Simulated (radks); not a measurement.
Question: The mean radii <r> (bohr) of the occupied orbitals of an atom or ion are listed with their occupations. Calculated with a radial shooting solver on a logarithmic mesh with Libxc functionals: Dirac Kohn-Sham, LDA (Slater exchange, VWN5 correlation), spin-unpolarised, spherical densities, finite nucleus; Fermi nuclear charge, rms radius of each element as measured or else 0.836 A^(1/3) + 0.57 fm.

orbital      occ.      <r>
1s1/2           2  0.04556
2s1/2           2   0.2028
2p1/2           2   0.1748
2p3/2           4   0.1785
3s1/2           2   0.5986
3p1/2           2   0.6092
3p3/2           4   0.6198
3d3/2           4   0.6634
3d5/2           6   0.6676
4p1/2    0.333333    1.864
4p3/2    0.666667    1.886

Name the element and its charge. Open shells, if any, are shared by 2j + 1.

Answer: Z = 33, arsenic, charge +4: As4+ in [Ar] 3d10 4p1. The 1s radius gives Z: for a bare nucleus <r> = (2 gamma + 1)/(2Z) with gamma = sqrt(1 - (Z/c)^2), 0.04456 bohr for Z = 33, and screening makes it slightly larger (0.04556 here). The occupations add up to 29, and the charge is Z minus that.
